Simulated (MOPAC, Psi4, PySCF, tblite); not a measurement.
Interaction energy of CH3Cl ··· F4Si (SMILES CCl and F[Si](F)(F)F). Monomers: optimised at B3LYP-D3(BJ) (def2-TZVP), held rigid. Orientation: lowest of the rigid-body minima from ten starts at GFN2-xTB. R is the distance of the centres of mass, along which the second monomer moves.

Levels of theory: RKS-M06-2X/6-31G* = restricted M06-2X/6-31G*, spherical d, no counterpoise correction run with PySCF 2.14.0; AM1, restricted, heats of formation (MOPAC); GFN2-xTB (tblite); SAPT0/jun-cc-pVDZ, frozen core (Psi4).

Interaction energies in kcal/mol; the last columns give the difference from SAPT0:

```tsv
R / Å	RKS-M06-2X/6-31G*	AM1	GFN2-xTB	SAPT0/jun-cc-pVDZ	RKS-M06-2X/6-31G* − SAPT0/jun-cc-pVDZ	AM1 − SAPT0/jun-cc-pVDZ	GFN2-xTB − SAPT0/jun-cc-pVDZ
2.98	-0.89	10.54	1.73	5.58	-6.47	4.95	-3.85
3.15	-3.55	5.57	-0.75	1.75	-5.31	3.82	-2.50
3.41	-4.29	1.51	-2.06	-0.79	-3.50	2.29	-1.27
3.58	-3.87	0.32	-2.20	-1.35	-2.52	1.67	-0.86
3.76	-3.23	-0.15	-2.11	-1.51	-1.72	1.36	-0.60
4.00	-2.41	-0.22	-1.83	-1.41	-1.00	1.19	-0.42
4.27	-1.67	-0.16	-1.47	-1.15	-0.52	0.99	-0.31
4.60	-1.03	-0.12	-1.08	-0.84	-0.19	0.72	-0.24
5.09	-0.50	-0.09	-0.67	-0.51	0.00	0.42	-0.16
5.78	-0.19	-0.05	-0.33	-0.25	0.06	0.20	-0.08
6.77	-0.06	-0.02	-0.12	-0.11	0.04	0.09	-0.02
8.08	-0.03	-0.01	-0.04	-0.04	0.01	0.03	0.00
```

RKS-M06-2X/6-31G* is furthest from SAPT0/jun-cc-pVDZ at 2.98 (-6.47 kcal/mol, below); its mean absolute difference over the points is 1.78 kcal/mol.

AM1 is furthest from SAPT0/jun-cc-pVDZ at 2.98 (4.95 kcal/mol, above); its mean absolute difference over the points is 1.48 kcal/mol.

GFN2-xTB is furthest from SAPT0/jun-cc-pVDZ at 2.98 (-3.85 kcal/mol, below); its mean absolute difference over the points is 0.86 kcal/mol.
